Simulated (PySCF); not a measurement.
Compound: C8H9NO.
Bonds: N1–C2, C2–O3 (double), C2–C4, C4–C5 (double), C5–C6, C6–C7, C7–C8 (double), C6–C9, C9–C10, C4–C8, C6–C10. Hydrogens: H11, H12 on N1; H13 on C5; H14 on C7; H15 on C8; H16, H17 on C9; H18, H19 on C10.

Method: PBE0-D3(BJ)/def2-SVP geometry optimisation, gas phase (PySCF 2.14.0); density fitting, grid level 1; the optimiser is geomeTRIC in internal coordinates, started from a GFN2-xTB structure with every atom displaced at random (about 0.01 Å).

Step 0: E = -11956.5112 eV
```
atom  x, y, z in Å  |  force x, y, z in eV/Å
N1      3.4108    0.6081    0.1253   -1.775   1.645   0.768
C2      2.4938   -0.3295   -0.2440    1.589  -0.124  -0.116
O3      2.8439   -1.3918   -0.7104    0.077  -0.719  -0.298
C4      1.1113    0.0172   -0.0441   -2.832  -0.517  -0.149
C5      0.0565   -0.8318   -0.3575    0.814   1.808   0.744
C6     -1.2125   -0.1699   -0.0245    0.822  -0.056   0.195
C7     -0.8176    1.1384    0.5095   -0.587   0.463   0.192
C8      0.5279    1.2483    0.4894   -0.639  -1.097  -0.336
C9     -2.4627   -0.3845   -0.8405   -0.217  -0.059  -0.210
C10    -2.4065   -0.9601    0.5125    0.004   0.214  -0.267
H11     3.0987    1.5137    0.5116    0.488  -0.906  -0.393
H12     4.3772    0.4484    0.0085    1.121  -0.350  -0.204
H13     0.1269   -1.8002   -0.7705    0.271  -1.280  -0.543
H14    -1.5523    1.8777    0.8523    0.252  -0.044  -0.029
H15     1.0711    2.0864    0.8260    0.737   1.222   0.464
H16    -2.3664   -1.0377   -1.6989    0.059  -0.280  -0.244
H17    -3.0746    0.4899   -1.0407   -0.155   0.235   0.103
H18    -2.9882   -0.4862    1.2941   -0.097   0.148   0.284
H19    -2.2701   -2.0292    0.6226    0.067  -0.302   0.039
```

Step 1: E = -11956.6822 eV
```
atom  x, y, z in Å  |  force x, y, z in eV/Å
N1      3.4074    0.6142    0.1416    0.444  -0.080  -0.151
C2      2.5099   -0.3067   -0.2990   -0.387  -0.092   0.050
O3      2.8417   -1.3354   -0.8578    0.050   0.092  -0.039
C4      1.0737    0.0370   -0.0655    0.232  -0.137  -0.027
C5      0.0604   -0.8199   -0.3565   -0.050  -0.129  -0.034
C6     -1.2115   -0.1653   -0.0277    0.000   0.006   0.046
C7     -0.8488    1.1695    0.4843   -0.013  -0.061  -0.017
C8      0.4993    1.2759    0.4627    0.108   0.242   0.104
C9     -2.4743   -0.4178   -0.8442   -0.036   0.010  -0.080
C10    -2.4008   -0.9479    0.5290   -0.040  -0.005  -0.019
H11     3.1593    1.3576    0.7701   -0.116   0.163   0.062
H12     4.3935    0.4198   -0.0052   -0.209  -0.032   0.084
H13     0.1649   -1.8281   -0.7685    0.059   0.152   0.049
H14    -1.5674    1.9186    0.8154   -0.013   0.023   0.017
H15     1.0618    2.1597    0.7874   -0.064  -0.143  -0.091
H16    -2.3725   -1.1057   -1.6859    0.009  -0.027  -0.001
H17    -3.1005    0.4532   -1.0481   -0.011   0.023   0.031
H18    -2.9773   -0.4514    1.3134    0.029  -0.013   0.009
H19    -2.2514   -2.0201    0.6753    0.008   0.009   0.007
```

Step 2: E = -11956.6899 eV
```
atom  x, y, z in Å  |  force x, y, z in eV/Å
N1      3.4132    0.6091    0.1384   -0.101   0.180   0.116
C2      2.5037   -0.3055   -0.2974    0.086  -0.034  -0.052
O3      2.8479   -1.3299   -0.8557   -0.108  -0.099  -0.046
C4      1.0735    0.0409   -0.0676    0.129  -0.038  -0.050
C5      0.0604   -0.8152   -0.3593   -0.043  -0.046  -0.006
C6     -1.2137   -0.1657   -0.0277    0.086   0.008   0.047
C7     -0.8470    1.1674    0.4869   -0.042   0.067  -0.008
C8      0.5011    1.2841    0.4572   -0.047  -0.035   0.038
C9     -2.4797   -0.4153   -0.8429   -0.021   0.011  -0.024
C10    -2.4003   -0.9532    0.5275   -0.003  -0.001  -0.012
H11     3.1453    1.3740    0.7396    0.060   0.009  -0.027
H12     4.3945    0.3849    0.0399   -0.038  -0.030   0.015
H13     0.1761   -1.8171   -0.7731    0.034   0.008   0.002
H14    -1.5661    1.9156    0.8221   -0.001   0.008   0.000
H15     1.0630    2.1676    0.7677   -0.010  -0.017  -0.017
H16    -2.3807   -1.1019   -1.6868    0.008   0.002   0.005
H17    -3.1084    0.4569   -1.0375    0.004   0.004   0.019
H18    -2.9689   -0.4643    1.3218    0.001   0.005   0.001
H19    -2.2465   -2.0254    0.6676    0.007   0.000  -0.001
```

**Question.** Estimate the geometry and energy of step 3. (The exact step hangs on the optimiser's Hessian estimate; all steps are aligned on step 2, rigid shifts and turns removed.)

**Answer.** E = -11956.6879 eV, largest force 0.201 eV/Å
```
atom  x, y, z in Å  |  force x, y, z in eV/Å
N1      3.3969    0.6154    0.1454   -0.039  -0.079  -0.006
C2      2.5018   -0.3113   -0.3034   -0.135   0.112   0.033
O3      2.8302   -1.3425   -0.8594    0.173   0.072   0.071
C4      1.0774    0.0354   -0.0772   -0.124   0.094  -0.021
C5      0.0635   -0.8195   -0.3665   -0.070   0.118   0.046
C6     -1.2074   -0.1658   -0.0275   -0.019  -0.047   0.014
C7     -0.8433    1.1682    0.4880    0.058  -0.026  -0.045
C8      0.5053    1.2792    0.4502   -0.059  -0.096   0.001
C9     -2.4781   -0.4094   -0.8393   -0.012  -0.006   0.004
C10    -2.3923   -0.9553    0.5278    0.007  -0.001   0.001
H11     3.1242    1.4058    0.7147    0.012  -0.155  -0.079
H12     4.3738    0.3722    0.0912    0.162   0.016  -0.020
H13     0.1856   -1.8170   -0.7820   -0.006  -0.085  -0.026
H14    -1.5602    1.9184    0.8261    0.016  -0.021  -0.015
H15     1.0706    2.1601    0.7498    0.043   0.092   0.040
H16    -2.3836   -1.0928   -1.6866   -0.002   0.018   0.006
H17    -3.1070    0.4653   -1.0227    0.012  -0.010   0.003
H18    -2.9536   -0.4713    1.3299   -0.017   0.009  -0.002
H19    -2.2364   -2.0279    0.6620    0.000  -0.004  -0.006
```

The energy changes by +0.0020 eV. The first-order estimate −F·Δx gives -0.0114 eV and the mean of the old and new forces, exact on a quadratic surface, +0.0019 eV. The step makes an angle of 71° with the force vector and moves no atom by more than 0.057 Å. The energy falls at the start of this step and ends higher, so the step passed the lowest point of its straight line.

The cost below is that of the whole optimisation. Time: 3.3 min wall; peak memory 0.76 GiB. Hardware: one thread, Arm Neoverse N1 (aarch64), shared host with 64 logical CPUs at a one-minute load of 61.
